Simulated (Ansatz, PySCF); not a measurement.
System: sum formula H₂PO₂, charge 0, multiplicity 2. It need not be the lowest isomer of its formula. 
Structure (B3LYP-D3(BJ)/def2-TZVP (Ansatz, a program for electronic structure) minimum search):
```xyz
5

P     -0.1832    -0.5158     0.2592
O      1.3023    -0.1636    -0.3181
O     -0.8891     0.9606    -0.0293
H      1.2951     0.4527    -1.0639
H     -1.8522     0.9072    -0.0455
```
Charge 0, spin multiplicity 2.

Property: atomisation energy (electronic, to ground-state atoms), in eV. Correlated levels leave the core frozen unless marked. UHF or UKS for open shells. Spin-orbit coupling is left out. Non-relativistic. The coupled-cluster limit lacks core correlation, which all-electron functionals hold. CBS marks a two-point X^-3 extrapolation of the correlation energy; Hartree-Fock from the larger set. The bracket is a focal-point correction in the basis named.

| level | program | atomisation energy (eV) |
|---|---|---|
| B3LYP-D3(BJ)/def2-TZVPD | Ansatz + dftd3 | 17.41 |
| PBE0-D4/def2-TZVP | Ansatz + dftd4 | 17.12 |
| M06-2X/def2-TZVPD | PySCF | 17.54 |
| LC-wPBE-D3(BJ)/def2-TZVPD | Ansatz + dftd3 | ___ |
| B2GP-PLYP-D4/def2-TZVPD | Ansatz + dftd4 | 17.02 |
| B2GP-PLYP/def2-TZVPD | Ansatz | 16.99 |
| RPA@PBE/cc-pV(Q+d)Z | Ansatz | 16.37 |
| SCS-MP2/STO-3G | Ansatz | 11.29 |
| SCS-MP2/cc-pV(T+d)Z | Ansatz | 16.94 |
| RI-MP2/CBS(cc-pV(T+d)Z,cc-pV(Q+d)Z)+[CCSD(T)-MP2]/cc-pV(T+d)Z | Ansatz | ___ |

Task: Complete the blanks.

Result: 
- LC-wPBE-D3(BJ)/def2-TZVPD, atomisation energy (eV): 17.29
- RI-MP2/CBS(cc-pV(T+d)Z,cc-pV(Q+d)Z)+[CCSD(T)-MP2]/cc-pV(T+d)Z, atomisation energy (eV): 17.38
